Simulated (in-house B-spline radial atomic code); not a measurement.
Stripping tin of all its electrons. The total binding energy is the sum of the 50 successive ionisation energies. Configuration: [Kr] 4d10 5s2 (5p1/2)2. All numbers are computed (Dirac-Hartree-Fock, average of the jj configuration; Fermi nucleus of rms radius 4.6519 fm) with a radial B-spline atomic code at the basis-set limit, not measured.

Dirac-Coulomb total energy: -6176.1388 hartree. First-order corrections (hartree): Breit 4.381, self-energy 3.339, vacuum polarisation -0.426, recoil 0.0192.

Task: What total binding energy follows, and how does it compare with the sum of NIST's ionisation energies?

Result: 167862 eV from the corrected total, against 167893 ± 59 eV from NIST's table (measured, semi-empirical and theoretical entries, uncertainties added in quadrature). The difference, +30 eV, is within about twice the table's uncertainty, so it can't show the correlation energy.

Task: What share of the binding belongs to the last two electrons?

Result: 41 % by NIST's values (69449.6 eV).
